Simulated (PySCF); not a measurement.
H₃Al, singlet, at a GFN2-xTB geometry (such geometries of metal compounds can be far from the true shape); DF-BHANDHLYP/def2-TZVP (PySCF).

Input for PySCF:
```python
from pyscf import gto, scf, dft

mol = gto.M(
    atom='''
Al   -0.000000   -0.000000   -0.000000
H     0.642794   -0.455149    1.338556
H    -0.275758    1.506779   -0.256226
H    -0.367036   -1.051629   -1.082329
''',
    basis='def2-tzvp',
    charge=0,
    spin=0,
    verbose=4,
)

mf = dft.RKS(mol)
mf.xc = 'bhandhlyp'
mf = mf.density_fit(auxbasis='def2-universal-jkfit')
mf.kernel()
```

It wrote (shortened):

```
PySCF version 2.14.0

[INPUT] verbose = 4
[INPUT] num. atoms = 4
[INPUT] num. electrons = 16
[INPUT] charge = 0
[INPUT] spin (= nelec alpha-beta = 2S) = 0
[INPUT] symmetry False subgroup None
[INPUT] Mole.unit = angstrom
[INPUT] Symbol           X                Y                Z      unit          X                Y                Z       unit  Magmom
[INPUT]  1 Al     0.000000000000   0.000000000000   0.000000000000 AA    0.000000000000   0.000000000000   0.000000000000 Bohr   0.0
[INPUT]  2 H      0.642794000000  -0.455149000000   1.338556000000 AA    1.214704614514  -0.860106955870   2.529504242393 Bohr   0.0
[INPUT]  3 H     -0.275758000000   1.506779000000  -0.256226000000 AA   -0.521107096658   2.847399640246  -0.484196965993 Bohr   0.0
[INPUT]  4 H     -0.367036000000  -1.051629000000  -1.082329000000 AA   -0.693597517856  -1.987290794650  -2.045305386674 Bohr   0.0

nuclear repulsion = 13.8784792958877
number of shells = 25
number of NR pGTOs = 87
number of NR cGTOs = 55
basis = def2-tzvp
ecp = {}

******** <class 'pyscf.df.df_jk.DFRKS'> ********
method = DFRKS
initial guess = minao
damping factor = 0
level_shift factor = 0
DIIS = <class 'pyscf.scf.diis.CDIIS'>
diis_start_cycle = 1
diis_space = 8
diis_damp = 0
SCF conv_tol = 1e-09
SCF conv_tol_grad = None
SCF max_cycles = 50
direct_scf = False
XC library pyscf.dft.libxc version 7.1.2
    S. Lehtola, C. Steigemann, M. J. T. Oliveira, and M. A. L. Marques,  SoftwareX 7, 1–5 (2018)
XC functionals = bhandhlyp
    A. D. Becke,  J. Chem. Phys. 98, 1372 (1993)
    Defined through Gaussian implementation.
radial grids:
    Treutler-Ahlrichs [JCP 102, 346 (1995); DOI:10.1063/1.469408] (M4) radial grids

becke partition: Becke, JCP 88, 2547 (1988); DOI:10.1063/1.454033
pruning grids: <function nwchem_prune>
grids dens level: 3
symmetrized grids: False
atomic radii adjust function: <function treutler_atomic_radii_adjust>
small_rho_cutoff = 0
Set gradient conv threshold to 3.16228e-05
Initial guess from minao.
tot grids = 48608
******** <class 'pyscf.df.df.DF'> ********
auxbasis = def2-universal-jkfit
init E= -243.908450001584
  HOMO = -0.342126878159858  LUMO = -0.0645619117370249  gap/eV = 7.55293
cycle= 1 E= -244.196720223293  delta_E= -0.288  |g|= 0.135  |ddm|=  1.3
  HOMO = -0.361549398041481  LUMO = -0.0412541030224496  gap/eV = 8.71568
cycle= 2 E= -244.202752852595  delta_E= -0.00603  |g|= 0.0434  |ddm|= 0.182
  HOMO = -0.361161717579636  LUMO = -0.0353068338990461  gap/eV = 8.86696
cycle= 3 E= -244.203036085779  delta_E= -0.000283  |g|= 0.0112  |ddm|= 0.0434
  HOMO = -0.362231271830106  LUMO = -0.0355072150930429  gap/eV = 8.89061
cycle= 4 E= -244.203052827837  delta_E= -1.67e-05  |g|= 0.00108  |ddm|= 0.0089
  HOMO = -0.36232509256044  LUMO = -0.035767889713032  gap/eV = 8.88607
cycle= 5 E= -244.203053343801  delta_E= -5.16e-07  |g|= 7.66e-05  |ddm|= 0.00194
  HOMO = -0.362282139990268  LUMO = -0.0357410138478294  gap/eV = 8.88564
cycle= 6 E= -244.20305334572  delta_E= -1.92e-09  |g|= 6.04e-06  |ddm|= 0.000142
  HOMO = -0.362286593623245  LUMO = -0.0357440941940794  gap/eV = 8.88567
cycle= 7 E= -244.203053345741  delta_E= -2.07e-11  |g|= 6.18e-07  |ddm|= 1.32e-05
  HOMO = -0.3622864481202  LUMO = -0.0357439205686045  gap/eV = 8.88567
Extra cycle  E= -244.203053345743  delta_E= -1.53e-12  |g|= 1.38e-07  |ddm|= 1.79e-06
converged SCF energy = -244.203053345743
```
